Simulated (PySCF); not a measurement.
## Electron correlation in Ar (argon, neutral)

[Ar], closed-shell 1S. Calculation: PySCF 2.14, in cc-pVDZ-DK (4s3p1d, 18 functions); scalar relativity by spin-free X2C-1e. Frozen: [Ne]; 8 electrons correlated.

MP2 pair energies summed by pair of shells (mhartree):

```
 pair   energy  share (%)
3p-3p  -112.30       80.0
3s-3p   -21.59       15.4
3s-3s    -6.50        4.6
```

Total MP2 correlation energy: -140.39 mhartree.

Same-spin part -38.66 and opposite-spin part -101.72 mhartree; SCS-MP2 scales them by 1/3 and 6/5 to -134.96 mhartree.

```tsv
level	correlation energy (mhartree)
CCSD	-151.90
(T)	-1.15
CCSD(T)	-153.05
```

Diagnostics: T1 = 0.00075, D1 = 0.0017, largest double amplitude 0.042.

Problem. Is a single reference adequate?

Solution. Yes: T1 lies below 0.03 and no double amplitude reaches 0.07.
